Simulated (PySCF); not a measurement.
SiBr2, SMILES [Si](Br)Br (connectivity only; charge and spin as stated), neutral, multiplicity 1.

The structure is a stationary point at PBE-D3(BJ)/def2-TZVP. The isomer is the one that the SMILES or the coordinates give; other isomers of the formula were not compared.

These are PBE-D3(BJ)/def2-TZVP run with PySCF values and carry that method's errors.

Frequencies are harmonic and unscaled.

```tsv
mode	ν (cm⁻¹)	IR (km/mol)	moving atoms (share of kinetic energy)
1	116	0.1	Br 90 %, Si 10 %
2	388	39.7	Si 75 %, Br 25 %
3	389	138.2	Si 78 %, Br 22 %
```
